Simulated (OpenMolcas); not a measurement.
An OpenMolcas run meant for As+ (ANO-RCC-MB, DKH2; inactive shells 1s 2s 2p 3s 3p 3d 4s; intended active space 2 electrons in 3 orbitals (4p)). One step of its input:

```
&RASSCF
FileOrb=start.orb
Symmetry=1
Spin=3
nActEl=2 0 0
Inactive=6 9
Ras2=0 3
CIRoot=3 3 1
SDav=3
CIMx=300
Iter=54 100
PrWF=0.3
OrbListing=Nothing
MaxOrb=0
Atom
>>> COPY $Project.JobIph JOB001
```

Lines from the output:

```
--- SEWARD ---
Basis set label: AS.ANO-RCC...4S3P1D.

      Electronic valence basis set:
      ------------------
      Associated Effective Charge  33.000000 au
      Associated Actual Charge     33.000000 au
      Nuclear Model: Point charge

      Shell  nPrim  nBasis  Cartesian Spherical Contaminant
         s      20       4        X
         p      17       3        X
         d      11       1                 X
                  Relativistic Douglas-Kroll-Hess integrals:
                    - DKH order of Hamiltonian: 2
                    - DKH order of Properties : 0
                  Atomic mean-field integrals
--- RASSCF ---

         Deleted:   0   0
 Basis functions:   9   9
  Have you used a too small basis set?
 ********************************************
--- Stop Module: rasscf at  /rc=_RC_INPUT_ERROR_ ---
.####################.
.# User input error #.
.####################.
```

What is wrong with the input?

The inactive counts of the gerade and ungerade irreps are swapped.
